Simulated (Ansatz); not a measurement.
System: C$_{2}$H$_{10}$NSi$_{2}$, charge 0, multiplicity 2. It need not be the lowest isomer of its formula. 
Coordinates optimised at B3LYP-D3(BJ)/def2-TZVP (Ansatz, a program for electronic structure):
SMILES: N([Si](C)C)[SiH3]
```xyz
15

Si    -0.8572     0.0096    -0.6277
C     -1.9340     1.5564    -0.5461
C     -1.3451    -1.2302     0.7042
N      0.8012     0.4571    -0.3293
Si     2.0370    -0.4101     0.5211
H     -2.9777     1.3143    -0.7548
H     -1.6140     2.3044    -1.2740
H     -1.8742     2.0028     0.4517
H     -2.3810    -1.5450     0.5664
H     -0.7216    -2.1256     0.6751
H     -1.2540    -0.7822     1.6988
H      1.1291     1.2689    -0.8346
H      2.1496    -1.8130     0.0513
H      3.3248     0.2854     0.2906
H      1.7679    -0.4605     1.9788
```
Charge 0, spin multiplicity 2.

Parts of the frozen-core correlation energy in cc-pVTZ (Ansatz, hartree). Frozen orbitals: 13; correlated occupied orbitals by spin: 16 and 15; virtual: 269 and 270. UHF or UKS for open shells. No spin-orbit coupling. Non-relativistic.

```json
[
 {"term": "reference (HF)", "value": "-713.98442"},
 {"term": "MP2 opposite-spin", "value": "___"},
 {"term": "MP2 same-spin", "value": "___"},
 {"term": "CCSD correlation", "value": "-0.86331"},
 {"term": "(T)", "value": "___"},
 {"term": "T1 diagnostic", "value": "0.012"},
 {"term": "largest doubles amplitude", "value": "0.010"},
 {"term": "<S^2> of the reference", "value": "0.754"}
]
```

### Question
Fill in the missing entries.

### Answer

- MP2 opposite-spin, value: -0.62993
- MP2 same-spin, value: -0.17022
- (T), value: -0.03315
